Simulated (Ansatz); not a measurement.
Stepwise reaction of `[OH][GeH]([GeH3])[GeH3]` with hydrogen, as a gas-phase model of exchange steps in deposition or etching. ΔE in kJ/mol.

Program: Ansatz. Geometries: PBE0-D4/def2-TZVP. ΔE: electronic, gas phase. CBS: MP2 limit from def2 TZ/QZ plus the TZ coupled-cluster correction, frozen cores. This one scheme is used for every species. DFT in def2-TZVPP. B3LYP here is the variant with VWN-RPA as its local correlation; programs differ in this. For Ge outer-core shells are correlated without core-valence functions, which leaves a few kJ/mol of doubt a bond. Scalar relativity is left out up to krypton. Each species was taken in one conformer, which may not be the lowest.

```
step                                                    reaction  PBE-D4  B3LYP-D4  ωB97M-V  CCSD(T)/CBS
   1  `[OH][GeH]([GeH3])[GeH3]` + H₂ → `[OH][GeH2][GeH3]` + GeH₄    21.0      15.2     10.8         15.7
   2               `[OH][GeH2][GeH3]` + H₂ → `[OH][GeH3]` + GeH₄    16.8       9.3      5.4          9.1
```

Q: By hand: ΔE of the 2 steps together at CCSD(T)/CBS.

A: (15.7) + (9.1) = 24.8 kJ/mol, or 12.4 kJ/mol a step.

In ΔE each step is lower than the one before. All are uphill at CCSD(T)/CBS. PBE-D4 differs from CCSD(T)/CBS by 5.3 to 7.7 kJ/mol a step. Isolated molecules leave out the surface, adducts and barriers. Largest T1 diagnostic: 0.012.
